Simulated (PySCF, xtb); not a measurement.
B(Me)3 cation (C3H9B), SMILES CB(C)C (connectivity only; charge and spin as stated), charge +1, multiplicity 2.

Geometry: PBE0-D3(BJ)/def2-SVP. The multiplicity is an assumed one; other spin states were not compared. The isomer is the one that the SMILES or the coordinates give; other isomers of the formula were not compared.

Calculation: IEF-PCM-M06-2X/def2-SVP (PySCF).

The values are the electrostatic part of the solvation free energy, E(continuum) − E(gas) at the gas-phase geometry, in a cavity of scaled van der Waals radii (PySCF's table); cavitation and dispersion terms are not included.

| solvent | ε | ΔG(elec) (kcal/mol) |
|---|---|---|
| water | 78.36 | -57.8 |
| chlorobenzene | 5.70 | -48.2 |
| diethylether | 4.24 | -44.7 |

For comparison, GFN2-xTB/ALPB(water) (xtb, at the GFN2-xTB geometry, all terms of that model) gives -56.5 kcal/mol.
